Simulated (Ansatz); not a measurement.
Geometry optimisation, Ansatz, RKS B3LYP-D4/cc-pVDZ.

input.yaml

```yaml
crystal:
  periodic: [false, false, false]
  atoms:
    - { symbol: C, position_ang: [-1.2238, -0.2567, -0.9916] }
    - { symbol: C, position_ang: [-0.6984, -0.136, 0.3645] }
    - { symbol: C, position_ang: [0.3097, -1.0385, 0.8304] }
    - { symbol: O, position_ang: [0.8823, -2.0307, 0.327] }
    - { symbol: C, position_ang: [0.6887, 0.363, 0.5779] }
    - { symbol: O, position_ang: [0.895, 1.2107, 1.7354] }
    - { symbol: O, position_ang: [1.5645, 0.6287, -0.5192] }
    - { symbol: H, position_ang: [-2.0876, -0.8794, -1.0178] }
    - { symbol: H, position_ang: [-1.6215, 0.7913, -1.2789] }
    - { symbol: H, position_ang: [-0.5467, -0.569, -1.7195] }
    - { symbol: H, position_ang: [-1.4572, 0.1417, 1.1149] }
    - { symbol: H, position_ang: [1.5085, 1.9323, 1.5049] }
    - { symbol: H, position_ang: [1.807, -0.1921, -0.9132] }
basis:
  gaussian: { orbitals: cc-pVDZ }
hamiltonian:
  xc: b3lyp
  dispersion: d4
relax:
  f_tol: 0.015
  max_steps: 40
```

Launched with:

```bash
$ ansatz run input.yaml --threads 2 --pin off --max-ram 3072MiB --backend cpu --events-out ev --progress --plain --runs-dir out
```

Q: Where does it end, and by what steps?

A: It converged. After 17 steps the energy has fallen by 1.364 eV; H13 moved furthest, 0.85 Å.

```tsv
step	energy less start (eV)	largest force component (eV/Å)	accepted
0	0.0000	3.591	yes
1	-0.8600	1.791	yes
2	-1.0720	0.627	yes
3	-1.1046	0.315	yes
4	-1.1487	0.414	yes
5	-0.9930	2.852	no
6	-1.1943	0.423	yes
7	-1.2399	0.771	yes
8	-1.3058	0.368	yes
9	-1.2332	1.624	no
10	-1.3506	0.187	yes
11	-1.3595	0.156	yes
12	-1.3165	1.140	no
13	-1.3628	0.100	yes
14	-1.3626	0.103	no
15	-1.3634	0.026	yes
16	-1.3634	0.042	no
17	-1.3635	0.007	yes
```

```xyz
13
Properties=species:S:1:pos:R:3
C -1.370 -0.153 -1.029
C -0.667 -0.139 0.313
C 0.364 -1.155 0.678
O 0.631 -2.320 0.796
C 0.841 0.244 0.488
O 1.223 0.979 1.598
O 1.493 0.561 -0.700
H -2.212 -0.863 -1.019
H -1.764 0.845 -1.281
H -0.674 -0.453 -1.826
H -1.253 0.211 1.174
H 0.983 1.906 1.419
H 2.424 0.304 -0.595
```

Whether the end is a true minimum wasn't checked by a vibrational analysis.

Time of the run: 81 s on 2 threads of Arm Neoverse V1 (shared host), peak memory 0.32 GiB.
